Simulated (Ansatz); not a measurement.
`[SiH3]O[SiH2]S` → `O[SiH3]` + `[SiH]S` at 600 K and 1 bar (silylene formation by 1,1-elimination).

Gas-phase electronic energies from Ansatz, PBE0-D4/def2-TZVP geometries. CCSD(T)/CBS adds triple-zeta CCSD(T) − MP2 to the extrapolated MP2 energy (def2 sets, frozen cores). This one scheme is used for every species. Each species was taken in one conformer, which may not be the lowest.

```json
{"species": "`[SiH3]O[SiH2]S`", "CCSD(T)/CBS energy (Eh)": "-1054.82682", "H − E (kJ/mol)": "213.8", "S (J/(mol·K))": "461.5"}
{"species": "`O[SiH3]`", "CCSD(T)/CBS energy (Eh)": "-366.69042", "H − E (kJ/mol)": "135.7", "S (J/(mol·K))": "307.9"}
{"species": "`[SiH]S`", "CCSD(T)/CBS energy (Eh)": "-688.02937", "H − E (kJ/mol)": "72.8", "S (J/(mol·K))": "295.1"}
```

H − E and S are ideal-gas, rigid-rotor, harmonic terms from PBE0-D4/def2-TZVP, for one conformer and one mirror image of each species. 1 Eh = 2625.50 kJ/mol, R = 8.31446 J/(mol·K).

Q: By hand: ΔE, ΔH, ΔS and ΔG.

A: ΔE = (-366.69042) + (-688.02937) − (-1054.82682) = 0.10703 Eh = 281.0 kJ/mol. Δ(H − E) = 135.7 + 72.8 − 213.8 = -5.3, so ΔH = 275.7 kJ/mol. ΔS = 307.9 + 295.1 − 461.5 = 141.5 J/(mol·K). ΔG = 275.7 − 600 × (141.5)/1000 = 190.8 kJ/mol.

Q: By hand: the equilibrium constant, and the temperature at which ΔG would vanish if ΔH and ΔS stayed fixed.

A: log₁₀ K = −ΔG/(RT ln 10) = -16.6. ΔG = 0 at ΔH/ΔS = 1948 K.

The number of gas molecules changes by +1, which sets the sign of ΔS. A doubt of 5 kJ/mol in ΔE shifts log₁₀ K by 0.4 here. Other conformers and mirror images would add mixing entropy, several J/(mol·K) or more a flexible species. Modes under 60 cm⁻¹, often nearly free rotors, make the harmonic entropy too high. These are equilibria of isolated gas molecules and say nothing of rates. Largest T1 diagnostic: 0.016 (customary marks: 0.02 for closed shells, 0.045 for open ones).
